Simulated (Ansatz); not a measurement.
Two isomers of GeH7NOSi: A = `[NH2][GeH2][SiH2]O`, B = `N[SiH2][O][GeH3]`.

Gas-phase electronic energies from Ansatz, PBE0-D4/def2-TZVP geometries. CCSD(T)/CBS is the MP2 limit (def2-TZVPP, def2-QZVPP) plus CCSD(T) − MP2 in def2-TZVPP, frozen cores. Functionals use def2-TZVPP. B3LYP here is the variant with VWN-RPA as its local correlation; programs differ in this. For Ge outer-core shells are correlated without core-valence functions, which leaves a few kJ/mol of doubt a bond. Scalar relativity is left out up to krypton. Each species was taken in one conformer, which may not be the lowest.

Which isomer does CCSD(T)/CBS put lower? Give the gap. (Estimate.)

The calculation gave: B, by 21.7 kcal/mol.

Give E(B) − E(A) in kcal/mol with B3LYP-D4, HF/def2-TZVPP, PBE-D4, CCSD(T)/def2-TZVPP, B2PLYP, ωB97M-V, CCSD/def2-TZVPP. (Best estimate.)

The calculation gave: B3LYP-D4 -21.5, HF/def2-TZVPP -31.1, PBE-D4 -15.9, CCSD(T)/def2-TZVPP -22.4, B2PLYP -23.2, ωB97M-V -22.1, CCSD/def2-TZVPP -23.5. None reverses the order clearly.

Largest T1 diagnostic: 0.012.

From PBE to PBE0 (25 % exact exchange), in def2-TZVPP and without D4, E(B) − E(A) moves by −2.4 kcal/mol. In def2-TZVPP, CCSD(T) changes the Hartree–Fock value by +8.7 kcal/mol (the triples alone add +1.1 kcal/mol) and MP2 by +7.8 kcal/mol.
